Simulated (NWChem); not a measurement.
**InHCl2O (SMILES [OH][In]([Cl])[Cl]): name the method**

The species is InHCl2O (5 atoms), meant as a singlet with charge 0. SMILES: `[OH][In]([Cl])[Cl]`. Geometry: relaxed at PBE0-D4/def2-TZVP.

```xyz
5

O    -0.3478    1.5102   -0.1372
In   -0.0879   -0.4329   -0.1008
Cl    1.7226   -1.3206    1.0199
Cl   -1.5806   -1.8016   -1.1706
H     0.3436    1.9712    0.3472
```

Orbital energies are those of the mean-field step.

A calculation with NWChem 7.3.0 gave:

| Property | Result |
| --- | --- |
| total energy | -6704.5070 Eh |
| dipole moment | 2.50 D |
| HOMO energy | -12.60 eV |
| LUMO energy | 0.56 eV |
| HOMO–LUMO gap | 13.16 eV |
| largest force | 1.903 eV/Å |

Which of these levels gave the numbers?
A. PBE/def2-SVP (core potential)
B. B3LYP/def2-SVP (core potential)
C. HF/3-21G
D. MP2/def2-SVP (core potential)

C. The others give -1186.2049 Eh (B3LYP/def2-SVP (core potential)), -1185.6587 Eh (PBE/def2-SVP (core potential)), -1183.9521 Eh (MP2/def2-SVP (core potential)).
